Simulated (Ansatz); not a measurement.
## Counterpoise correction, worked out

The pair of Li⁺ (SMILES [Li+], atom 1) and GaCl3 (SMILES Cl[Ga](Cl)Cl, atoms 2–5), both closed shells, in one local arrangement (a lower one may exist), relaxed at PBE0-D4/def2-TZVP:

```tsv
atom	x (Å)	y (Å)	z (Å)
Li1	0.2532	-0.4684	-2.2336
Cl2	-0.3080	0.5700	2.7199
Ga3	-0.0810	0.1499	0.7147
Cl4	1.4935	0.7701	-0.6268
Cl5	-1.3576	-1.0215	-0.5742
```

Computed with Ansatz 0.2.0 (basis: def2-TZVPPD); correlated methods freeze the cores. Filled d shells of the heavier atoms are correlated. The outer core shell of Li, Na, Mg and K is correlated. The def2 sets are not built for correlating such inner shells, so the correlated values are less sure here.

CCSD(T) total energies in eV:

| system | geometry | basis functions | energy |
| --- | --- | --- | --- |
| pair | pair | all | -90073.31841 |
| Li⁺ | as in the pair | all (partner as ghosts) | -197.84657 |
| GaCl3 | as in the pair | all (partner as ghosts) | -89874.25557 |
| Li⁺ | as in the pair | its own | -197.84251 |
| GaCl3 | as in the pair | its own | -89874.22260 |
| Li⁺ | free (PBE0-D4 minimum) | its own | -197.84251 |
| GaCl3 | free (PBE0-D4 minimum) | its own | -89874.41282 |

Q: Work out the interaction energy with and without the counterpoise correction, the superposition error, and the binding energy from the relaxed fragments.

A: Without correction: -90073.31841 − (-197.84251) − (-89874.22260) = -1.25330 eV.
With correction (each fragment in the whole basis): -90073.31841 − (-197.84657) − (-89874.25557) = -1.21627 eV = -28.05 kcal/mol.
The superposition error is the difference, 0.03703 eV, 3 % of the uncorrected value: each fragment borrows its partner's functions.
Deformation from the free shapes: 0.00000 eV for Li⁺ and 0.19022 eV for GaCl3.
Binding energy from relaxed fragments: -1.21627 + 0.00000 + 0.19022 = -1.02605 eV = -23.66 kcal/mol (electronic, without zero-point energy; negative means bound). For comparison, the corrected interaction energy by CCSD(T) at an estimated basis limit (MP2 extrapolated from triple and quadruple zeta, plus CCSD(T) − MP2 in triple zeta) is -1.296 eV; triple zeta with the correction binds less.

T1 diagnostic: at most 0.011.

For scale, one of the runs: CCSD(T)/def2-TZVPPD, 229 basis functions, launched by `ansatz run in.yaml --threads 4 --pin off --events-out ev --progress --plain --max-ram 9574MiB`. Time: 120 s of wall clock on 4 CPU threads of an Arm Neoverse V1; the host was shared. Peak host memory: 3.6 GiB.
